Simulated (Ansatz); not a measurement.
**Molecular dynamics of H$_{4}$LiO$_{4}$Si, charge +1**

input.yaml

```yaml
crystal:
  periodic: [false, false, false]
  atoms:
    - { symbol: Li, position_ang: [-0.573115, 1.036658, -1.923305] }
    - { symbol: O, position_ang: [-1.046039, 1.064829, -0.257728] }
    - { symbol: Si, position_ang: [0.024463, -0.189331, 0.237696] }
    - { symbol: O, position_ang: [0.567453, -0.154653, -1.395833] }
    - { symbol: O, position_ang: [-0.809851, -1.592522, 0.557631] }
    - { symbol: O, position_ang: [1.140261, 0.181655, 1.421321] }
    - { symbol: H, position_ang: [-1.702118, 1.403663, 0.417598] }
    - { symbol: H, position_ang: [1.253949, -0.83025, -1.667155] }
    - { symbol: H, position_ang: [-0.469591, -1.968295, 1.441699] }
    - { symbol: H, position_ang: [1.614388, 1.048245, 1.168075] }
total_charge: 1
basis:
  gaussian: { orbitals: STO-3G }
hamiltonian:
  xc: b3lyp
  dispersion: d4
md:
  timestep: 2.5
  n_steps: 40
  ensemble: nve
  temperature: 300.0
  initial_velocities: maxwell_boltzmann
  seed: 236411
scf:
  lower_state_search: "off"
```

Run as:

```bash
$ ansatz run input.yaml --threads 1 --pin off --max-ram 2048MiB --backend cpu --events-out ev --progress --plain --runs-dir out
```

It starts from a relaxed structure.

Output, in part (step lines, the closing report, with atoms numbered from 0):

```
md step     0: t =     0.00 fs  T =   300.0 K  F+E_penalty+E_count = -16128.14215567 eV  E_kin = 0.310224 eV  conserved = -16127.83193167 eV  (13 SCF iters)
md step    33: t =    82.50 fs  T = 3522987.3 K  F+E_penalty+E_count = -16076.93162286 eV  E_kin = 3643.050670 eV  conserved = -12433.88095299 eV  (235 SCF iters)
md step    34: t =    85.00 fs  T = 3523174.7 K  F+E_penalty+E_count = -16077.16109628 eV  E_kin = 3643.244465 eV  conserved = -12433.91663152 eV  (258 SCF iters)
md step    35: t =    87.50 fs  T = 3523082.6 K  F+E_penalty+E_count = -16077.05578582 eV  E_kin = 3643.149253 eV  conserved = -12433.90653327 eV  (237 SCF iters)
md step    36: t =    90.00 fs  T = 3522765.1 K  F+E_penalty+E_count = -16076.70766906 eV  E_kin = 3642.820928 eV  conserved = -12433.88674132 eV  (237 SCF iters)
md step    37: t =    92.50 fs  T = 3522485.6 K  F+E_penalty+E_count = -16076.40786670 eV  E_kin = 3642.531914 eV  conserved = -12433.87595286 eV  (243 SCF iters)
md step    38: t =    95.00 fs  T = 3522414.7 K  F+E_penalty+E_count = -16076.33291846 eV  E_kin = 3642.458563 eV  conserved = -12433.87435573 eV  (199 SCF iters)
md step    39: t =    97.50 fs  T = 3522578.6 K  F+E_penalty+E_count = -16076.50974350 eV  E_kin = 3642.628039 eV  conserved = -12433.88170475 eV  (239 SCF iters)
[... lines left out ...]
md step    40: t =   100.00 fs  T = 3522856.7 K  F+E_penalty+E_count = -16076.81528037 eV  E_kin = 3642.915608 eV  conserved = -12433.89967216 eV  (201 SCF iters)
Total energy: -16076.81589129 eV, -590.8120867476 hartree
Atom 0 at    -2.677381     4.066569    -8.123444 Å, force    -0.001983     0.000529    -0.003170 eV/Å
Atom 1 at     0.834821    -2.538803    -8.116924 Å, force    -0.000818     0.001498     0.000299 eV/Å
Atom 2 at    -0.285230    -0.075140    -0.251731 Å, force    -3.668118    -0.039746     1.261129 eV/Å
Atom 3 at     2.861068    -1.068470    -1.368901 Å, force    -0.312007     0.105118     0.108798 eV/Å
Atom 4 at    -1.811890    -0.042573     0.267568 Å, force     3.982703    -0.067056    -1.367199 eV/Å
Atom 5 at    -5.329976   -32.790562     7.473242 Å, force    -0.000043    -0.000084     0.000031 eV/Å
Atom 6 at   -91.630995    77.583659   196.009527 Å, force    -0.000006     0.000008     0.000012 eV/Å
Atom 7 at    48.849067   -34.129423   -12.132136 Å, force    -0.000374    -0.000038     0.000481 eV/Å
Atom 8 at    21.996916   -31.429171    14.429297 Å, force     0.000646    -0.000229    -0.000384 eV/Å
Atom 9 at    96.940838   534.022022  -107.760998 Å, force    -0.000001     0.000001     0.000001 eV/Å
Dipole moment:     5.797957    56.871913     4.482787 e Å
```

The steps, from the saved trajectory:

| time (fs) | T (K) | potential energy less start (eV) | conserved less start (meV/atom) |
| --- | --- | --- | --- |
| 0.0 | 300 | 0.000 | 0.00 |
| 2.5 | 319 | 0.484 | 50.46 |
| 5.0 | 253 | 1.471 | 142.18 |
| 7.5 | 762 | 0.707 | 118.52 |
| 10.0 | 4510 | 4.755 | 910.88 |
| 12.5 | 26669 | 10.764 | 3803.21 |
| 15.0 | 23020 | 13.696 | 3719.06 |
| 17.5 | 23264 | 13.382 | 3712.84 |
| 20.0 | 25764 | 10.742 | 3707.30 |
| 22.5 | 646173 | 53.186 | 72107.05 |
| 25.0 | 2753492 | 18.765 | 286578.54 |
| 27.5 | 2751838 | 22.316 | 286762.73 |
| 30.0 | 2751726 | 24.577 | 286977.16 |
| 32.5 | 2749158 | 27.680 | 287021.85 |
| 35.0 | 2749810 | 26.765 | 286997.76 |
| 37.5 | 2755428 | 27.062 | 287608.43 |
| 40.0 | 2934513 | 51.491 | 308570.18 |
| 42.5 | 3537044 | 36.966 | 369424.29 |
| 45.0 | 3532818 | 41.649 | 369455.53 |
| 47.5 | 3532076 | 40.614 | 369275.35 |
| 50.0 | 3532615 | 41.901 | 369459.74 |
| 52.5 | 3534579 | 38.649 | 369337.66 |
| 55.0 | 3533945 | 39.708 | 369377.98 |
| 57.5 | 3531216 | 42.676 | 369392.61 |
| 60.0 | 3528470 | 45.544 | 369395.46 |
| 62.5 | 3526228 | 47.873 | 369396.51 |
| 65.0 | 3524689 | 49.492 | 369399.29 |
| 67.5 | 3523848 | 50.351 | 369398.19 |
| 70.0 | 3523521 | 50.673 | 369396.53 |
| 72.5 | 3523504 | 50.671 | 369394.51 |
| 75.0 | 3523502 | 50.649 | 369392.16 |
| 77.5 | 3523259 | 50.909 | 369393.00 |
| 80.0 | 3522947 | 51.274 | 369397.28 |
| 82.5 | 3522987 | 51.211 | 369395.10 |
| 85.0 | 3523175 | 50.981 | 369391.53 |
| 87.5 | 3523083 | 51.086 | 369392.54 |
| 90.0 | 3522765 | 51.434 | 369394.52 |
| 92.5 | 3522486 | 51.734 | 369395.60 |
| 95.0 | 3522415 | 51.809 | 369395.76 |
| 97.5 | 3522579 | 51.632 | 369395.02 |
| 100.0 | 3522857 | 51.327 | 369393.23 |

All steps were run. The conserved energy changed by up to 370000 meV per atom, so the integration failed: the time step of 2.5 fs is too long for the fastest motions that this run met, and the later frames carry no physical meaning.

Parted: Li1–O2 1.73 → 7.48 Å, Li1–Si3 2.56 → 9.21 Å, Li1–O4 1.73 → 10.13 Å, O2–Si3 1.72 → 8.32 Å, O2–H7 1.00 → 237.99 Å, Si3–O4 1.72 → 3.48 Å. It ends as H + H + H + H + Li + O + O + O + OSi (total charge +1). Pairs count as bonded within 1.25 times the sum of covalent radii (0.12 Å more for H–H).

Last frame:

```xyz
10
Properties=species:S:1:pos:R:3
Li -2.677 4.067 -8.123
O 0.835 -2.539 -8.117
Si -0.285 -0.075 -0.252
O 2.861 -1.069 -1.369
O -1.812 -0.043 0.268
O -5.330 -32.791 7.473
H -91.631 77.584 196.010
H 48.849 -34.129 -12.132
H 21.997 -31.429 14.429
H 96.941 534.022 -107.761
```

Run time: 3.6 min on 1 thread of Intel(R) Xeon(R) Platinum 8488C (Sapphire Rapids) (shared host), peak memory 0.14 GiB.
